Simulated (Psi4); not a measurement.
C$_{3}$H$_{7}$O, charge -1, singlet, at a GFN2-xTB geometry (a gas-phase anion, which may not be bound at this level); CAM-B3LYP/6-31G* (Psi4).

The Psi4 input:
```
memory 2 GB

molecule {
-1 1
  O     0.03611404   -0.77593725    0.00088671
  C     0.02606095    0.60066436   -0.00046830
  C     1.38198523   -1.38415851    0.00690185
  C    -1.40696629    1.14758787   -0.00677684
  H     0.56020300    1.00696541    0.89188748
  H     0.56739495    1.00526473   -0.88925576
  H     1.92930273   -0.90586634   -0.88026457
  H     1.92212424   -0.90416885    0.89754425
  H    -1.93120833    0.78992516   -0.89091279
  H    -1.93833386    0.79161013    0.87377814
  H    -1.40487439    2.23920543   -0.00781069
}

set basis 6-31g*

energy('cam-b3lyp')
print_variables()
```

**Question.** Predict the main parts of the log of this Psi4 run.

**Answer.** 
```
   => Loading Basis Set <=

    Name: 6-31G*
    Role: ORBITAL
    Keyword: BASIS

         ---------------------------------------------------------
                                   SCF
               by Justin Turney, Rob Parrish, Andy Simmonett
                          and Daniel G. A. Smith
                              RKS Reference
         ---------------------------------------------------------

  ==> Geometry <==

    Molecular point group: c1
    Full point group: C1

    Geometry (in Angstrom), charge = -1, multiplicity = 1:

       Center              X                  Y                   Z               Mass
    ------------   -----------------  -----------------  -----------------  -----------------
         O            0.031153869034    -0.708409204331     0.000802204222    15.994914619570
         C            0.021100779034     0.668192405669    -0.000552805778    12.000000000000
         C            1.377025059034    -1.316630464331     0.006817344222    12.000000000000
         C           -1.411926460966     1.215115915669    -0.006861345778    12.000000000000
         H            0.555242829034     1.074493455669     0.891802974222     1.007825032230
         H            0.562434779034     1.072792775669    -0.889340265778     1.007825032230
         H            1.924342559034    -0.838338294331    -0.880349075778     1.007825032230
         H            1.917164069034    -0.836640804331     0.897459744222     1.007825032230
         H           -1.936168500966     0.857453205669    -0.890997295778     1.007825032230
         H           -1.943294030966     0.859138175669     0.873693634222     1.007825032230
         H           -1.409834560966     2.306733475669    -0.007895195778     1.007825032230

  Running in c1 symmetry.

  Rotational constants: A =      0.99291  B =      0.14120  C =      0.13290 [cm^-1]
  Rotational constants: A =  29766.63998  B =   4233.18065  C =   3984.32199 [MHz]
  Nuclear repulsion =  124.380357652237947

  Charge       = -1
  Multiplicity = 1
  Electrons    = 34
  Nalpha       = 17
  Nbeta        = 17

  ==> Algorithm <==

  SCF Algorithm Type is DF.
  DIIS enabled.
  MOM disabled.
  Fractional occupation disabled.
  Guess Type is SAD.
  Energy threshold   = 1.00e-06
  Density threshold  = 1.00e-06
  Integral threshold = 1.00e-12

  ==> Primary Basis <==

  Basis Set: 6-31G*
    Blend: 6-31G*
    Number of shells: 38
    Number of basis functions: 74
    Number of Cartesian functions: 74
[...]
   @DF-RKS iter   4:  -193.53479867575507   -5.72644e-03   4.09775e-04 ADIIS/DIIS
   @DF-RKS iter   5:  -193.53518172607531   -3.83050e-04   5.32168e-05 DIIS
   @DF-RKS iter   6:  -193.53519202271278   -1.02966e-05   2.01559e-05 DIIS
   @DF-RKS iter   7:  -193.53519329743250   -1.27472e-06   6.42388e-06 DIIS
   @DF-RKS iter   8:  -193.53519349261225   -1.95180e-07   1.12100e-06 DIIS
   @DF-RKS iter   9:  -193.53519350542749   -1.28152e-08   4.92291e-07 DIIS
  Energy and wave function converged.

  ==> Post-Iterations <==

   Electrons on quadrature grid:
      Ntotal   =   33.9999364202 ; deviation = -6.358e-05

    Orbital Energies [Eh]
    ---------------------

    Doubly Occupied:

[...]
    Virtual:

[...]
    Final Occupation by Irrep:
              A
    DOCC [    17 ]
    NA   [    17 ]
    NB   [    17 ]

  @DF-RKS Final Energy:  -193.53519350542749

   => Energetics <=

    Nuclear Repulsion Energy =            124.3803576522379473
    One-Electron Energy =                -515.4201140450684306
    Two-Electron Energy =                 217.4174732568250477
    DFT Exchange-Correlation Energy =     -19.9129103694220326
    Empirical Dispersion Energy =           0.0000000000000000
    VV10 Nonlocal Energy =                  0.0000000000000000
    Total Energy =                       -193.5351935054274861

Computation Completed

Properties will be evaluated at   0.000000,   0.000000,   0.000000 [a0]

Properties computed using the SCF density matrix

 Multipole Moments:

 ------------------------------------------------------------------------------------
     Multipole            Electronic (a.u.)      Nuclear  (a.u.)        Total (a.u.)
 ------------------------------------------------------------------------------------

 L = 1.  Multiply by 2.5417464519 to convert [e a0] to [Debye]
 Dipole X            :         -1.3628152           -0.3093210           -1.6721362
 Dipole Y            :         -1.8731644            4.2111139            2.3379495
 Dipole Z            :         -0.0037143           -0.0052699           -0.0089841
 Magnitude           :                                                    2.8743918

 ------------------------------------------------------------------------------------

  Variable Map:
  ----------------------------------------------------------------------------
[...]
  Array Variable Map:
  ----------------------------------------------------------------------------
[...]
[...]
```
